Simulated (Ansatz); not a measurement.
Born–Oppenheimer molecular dynamics of CH₄ClFSi (8 atoms, charge 0, multiplicity 1). It starts from a relaxed structure.

Theory: RKS PBE0-D4/def2-SVP (Ansatz).

```json
{
 "ensemble": "NVE (velocity Verlet)",
 "time step": "1 fs",
 "steps asked": "250",
 "starting velocities drawn for": "3000 K",
 "seed": "609101"
}
```

First frame:

```xyz
8
Properties=species:S:1:pos:R:3
Si -0.061 0.006 0.011
Cl 0.409 -0.205 2.005
F 1.330 0.229 -0.791
H -0.871 1.238 -0.150
C -0.882 -1.532 -0.609
H -1.821 -1.714 -0.064
H -1.114 -1.439 -1.681
H -0.225 -2.403 -0.467
```

Task: How far do the bonds stretch over the last three quarters of this one trajectory? (Pairs bonded in most of those frames.)

Result: 
| bond | mean (Å) | spread (Å) | shortest | longest |
| --- | --- | --- | --- | --- |
| Si1–Cl2 | 2.071 | 0.045 | 1.99 | 2.17 |
| Si1–F3 | 1.629 | 0.050 | 1.54 | 1.72 |
| Si1–H4 | 1.511 | 0.038 | 1.44 | 1.58 |
| Si1–C5 | 1.883 | 0.095 | 1.73 | 2.06 |
| C5–H6 | 1.119 | 0.047 | 1.03 | 1.23 |
| C5–H7 | 1.133 | 0.079 | 0.99 | 1.27 |
| C5–H8 | 1.117 | 0.041 | 1.03 | 1.20 |

Mean temperature of the second half: 1672 K. The conserved energy stayed within 3.9 meV per atom of its start (net change 0.22 meV per atom), so there is no drift, though single steps change it by up to 30 meV in the whole system, a sign of fast motions only just resolved. Over the second half the temperature averaged 0.56 of the 3000 K drawn at the start: a run that starts near a minimum puts about half its kinetic energy into the potential. A run of 0.25 ps of so small a system gives no equilibrium averages.

Time of the run: 6.4 min on 2 threads of Arm Neoverse V1, with other jobs on the host, peak memory 0.16 GiB.
